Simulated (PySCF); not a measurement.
# Predicted spectroscopic data

- GFN2-xTB structure
- shielding tensors at PBE0/pcSseg-1 (GIAO)
- code: PySCF 2.14
- relativity neglected, equivalent nuclei averaged, isolated molecule, a single conformation

References, each an isolated molecule treated in the same way: ¹H (σref 31.72) and ¹³C (σref 186.93) vs TMS. Splittings of carbon signals by F and P are missing where no couplings were computed. Where no couplings were computed, multiplicities follow the n + 1 count of equivalent neighbours, and m marks all less simple cases (inequivalent or close neighbours, rings, F or P nearby). Shifts are as computed. Against solution values, carbons near 30 ppm lie about +3 ppm off and those near 130 ppm about +5 ppm. Of 1211 compounds with measured shifts, 218 miss one by over three times the rms of a fit or turn the order of signals round; such compounds aren't used in these exercises.

**1.** `O1C=CC(CC(F)(F)F)=C1`, C$_{6}$H$_{5}$F$_{3}$O. ¹H NMR (400 MHz, computed): δ 7.60 (m, 1H), 7.55 (m, 1H), 6.74 (m, 1H), 3.26 (m, 2H). ¹³C{¹H} NMR (computed): δ 148.0, 147.6, 134.6, 122.5, 120.2, 35.3.

**2.** `C#CCC#CC(C)=O`, C$_{7}$H$_{6}$O. ¹H NMR (400 MHz, computed): δ 3.47 (d, 2H), 2.36 (s, 3H), 1.59 (t, 1H). ¹³C{¹H} NMR (computed): δ 187.5 (C), 94.0 (C), 86.0 (C), 81.5 (C), 77.1 (CH), 36.3 (CH3), 11.9 (CH2).
